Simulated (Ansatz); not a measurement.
Abridged output of a molecular run in Ansatz:

```
Functional definition: HF
1472 factors; integrals over basis functions are off by at most 8.1e-4 eV
mean field evaluation 1: about -81974.7400 eV, gradient 2.7e1 eV
mean field evaluation 2: about -81974.9299 eV, gradient 2.7e1 eV
mean field evaluation 4: about -81977.2649 eV, gradient 3.8e0 eV
mean field evaluation 8: about -81977.3346 eV, gradient 1.5e-1 eV
mean field evaluation 16: about -81977.3348 eV, gradient 1.7e-6 eV
mean field -81977.33483619 eV, -3012.6114889966 hartree, gradient 1.7e-6 eV, S^2 0.000000; 0 other end points of the search recorded, 0 dependent functions left out
17 core orbitals not correlated: weight in the atoms' cores, before any rotation towards them, 1.000 or more for the frozen orbitals, at most 0.000 for the correlated occupied ones
reference -81977.33483619 eV, -3012.6114889966 hartree; 19, 19 occupied and 203, 203 virtual orbitals, 1472 factors
second order -22.74995086 eV of doubles, -0.00000000 eV of singles
cycle   1  -23.27030947 eV  change   -5.2e-1 eV  update   1.1e-1
cycle   2  -23.86374346 eV  change   -5.9e-1 eV  update   3.4e-2
cycle   3  -23.99999178 eV  change   -1.4e-1 eV  update   2.1e-2
cycle   4  -23.97773922 eV  change    2.2e-2 eV  update   6.2e-3
cycle   5  -23.97552452 eV  change    2.2e-3 eV  update   2.8e-3
cycle   6  -23.97680242 eV  change   -1.3e-3 eV  update   9.9e-4
cycle   7  -23.97626793 eV  change    5.3e-4 eV  update   3.6e-4
cycle   8  -23.97621083 eV  change    5.7e-5 eV  update   1.5e-4
cycle   9  -23.97633232 eV  change   -1.2e-4 eV  update   5.8e-5
cycle  10  -23.97632863 eV  change    3.7e-6 eV  update   2.0e-5
perturbative correction -0.84021082 eV, -0.0308771780 hartree
Total energy: -82002.15137564 eV, -3013.5234800002 hartree
```

Its atoms:

Cartesian coordinates in Å:
```
F 0.748 -2.363 1.154
B 0.179 -1.815 0.090
B -0.557 -0.303 0.182
Si 0.293 1.492 -0.168
Br -2.433 -0.362 0.550
H 0.217 -2.457 -0.929
H 1.668 1.553 0.399
H -0.518 2.615 0.370
H 0.403 1.640 -1.648
```

**Question.** Which basis set was used?
A. cc-pV(Q+d)Z
B. def2-TZVPP
C. def2-SVP
D. def2-TZVPPD

**Answer.** B. It gives 239 functions.

**Question.** Write the keys of the input that set method, charge and spin (a neutral closed shell needs none for the last two).

**Answer.** 
```yaml
correlation: {method: ccsd_t}
```
